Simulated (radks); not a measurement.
Excited configurations of S2+: one electron is placed in a higher orbital outside [Ne] 3s2 3p1. The ground configuration is [Ne] 3s2 3p2. All-electron calculation, Dirac Kohn-Sham, PBEsol, spin-unpolarised, spherical densities, point nucleus; open shells are shared between the two j in proportion to 2j + 1. Program: a radial shooting solver on a logarithmic mesh with Libxc functionals. Excitation = E - E(ground); binding = E(ion) - E, where the ion is the core of charge +3; n* = 3/sqrt(2 binding) in atomic units, and the quantum defect is n - n*. Eigenvalue and <r> are those of j = l + 1/2.

| outer orbital | excitation (eV) | binding (eV) | n* | quantum defect | eigenvalue (eV) |
|---|---|---|---|---|---|
| 4f | 26.160 | 7.840 | 3.952 | 0.048 | -6.233 |
| 5d | 27.934 | 6.066 | 4.493 | 0.507 | -5.116 |
| 6d | 29.854 | 4.146 | 5.435 | 0.565 | -3.552 |
| 6f | 30.294 | 3.706 | 5.748 | 0.252 | -3.138 |
| 7s | 30.095 | 3.905 | 5.600 | 1.400 | -3.403 |

The Delta-SCF ionisation energy is 34.000 eV (NIST Atomic Spectra Database: 34.86 eV, semi-empirical). Self-interaction in the functional shifts the binding energies and quantum defects, so they are the method's values and not measured ones. Spin polarisation and multiplet splitting are left out, so open shells lie too high by an amount that depends on their filling.

Beside tabulated values, note that spin-unpolarised runs miss the spin-polarisation part of the exchange energy of open shells.
